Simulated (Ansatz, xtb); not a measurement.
C4H8Br2: which of two isomers lies lower

Structure I: `BrCCCCBr`, a singlet. Structure II: `CC(C)(Br)CBr`, a singlet. Both are isolated molecules in the gas phase, relaxed with PBE-D3(BJ)/def2-SVP, each in the lowest conformer that the search found.

Quicker runs give these differences E(II) − E(I): GFN2-xTB −3.9 kcal/mol; HF/STO-3G +0.5 kcal/mol (at GFN2-xTB geometries); r2SCAN-D4/def2-SVP −4.3 kcal/mol (at GFN2-xTB geometries).

Problem. Estimate which is lower in electronic energy at CCSD(T)/def2-SVP + ΔMP2/def2-TZVPP, and by roughly how much.

Solution. The CCSD(T)/def2-SVP + ΔMP2/def2-TZVPP calculation puts structure II lower, by 4.3 kcal/mol.

Level by level:

```
                             level             geometry  E(II) − E(I) (kcal/mol)  departure from the last row (kcal/mol)  job, with rough time for the two
                          GFN2-xTB             GFN2-xTB                      −3.9                                    +0.4              optimisation, 0.15 s
                         HF/STO-3G             GFN2-xTB                      +0.5                                    +4.8              single point, 0.72 s
                r2SCAN-D4/def2-SVP             GFN2-xTB                      −4.3                                     0.0               single point, 6.3 s
               PBE-D3(BJ)/def2-SVP  PBE-D3(BJ)/def2-SVP                      −3.2                                    +1.1                optimisation, 22 s
                       HF/def2-SVP  PBE-D3(BJ)/def2-SVP                      −1.2                                    +3.1           part of the CCSD(T) run
                      MP2/def2-SVP  PBE-D3(BJ)/def2-SVP                      −5.4                                    −1.0           part of the CCSD(T) run
                  CCSD(T)/def2-SVP  PBE-D3(BJ)/def2-SVP                      −4.5                                    −0.2                      single point
CCSD(T)/def2-SVP + ΔMP2/def2-TZVPP  PBE-D3(BJ)/def2-SVP                      −4.3                                                     single point, 2.9 min
```

As drawn, both hold the same kinds of bond in the same numbers. Structure I has 0 methyl groups, II 2.

HF/STO-3G puts the two in the other order. The largest departure from CCSD(T)/def2-SVP + ΔMP2/def2-TZVPP is that of HF/STO-3G, 4.8 kcal/mol. The last row adds to CCSD(T) the change of the MP2 difference between the two basis sets, here +0.2 kcal/mol.

With thermal terms from frequencies at re-optimised GFN2-xTB minima (ideal gas, soft modes damped towards free rotors, one conformer each, 298.15 K, 1 atm): on the last row, ΔE + ΔZPE = −5.2, ΔH = −4.9, ΔG = −5.4 kcal/mol.

Tabulated enthalpies of formation at 298 K are −87.8 kJ/mol for I (CRC Handbook of Chemistry and Physics) and −113.3 kJ/mol for II (CRC Handbook of Chemistry and Physics), a difference of −6.1 kcal/mol. Calculated less tabulated ΔH, with the same thermal term: GFN2-xTB +1.6, HF/STO-3G +6.0, r2SCAN-D4/def2-SVP +1.2, PBE-D3(BJ)/def2-SVP +2.4, HF/def2-SVP +4.3, MP2/def2-SVP +0.2, CCSD(T)/def2-SVP +1.0, CCSD(T)/def2-SVP + ΔMP2/def2-TZVPP +1.2 kcal/mol. Handbook values carry no stated uncertainty.

The correlated steps freeze 22 core orbitals; the filled d shell of Br is correlated, in a basis made for valence electrons. Programs: Ansatz 0.2.0, xtb 6.7.1; the last row on 4 threads of Arm Neoverse V1 on a shared host.
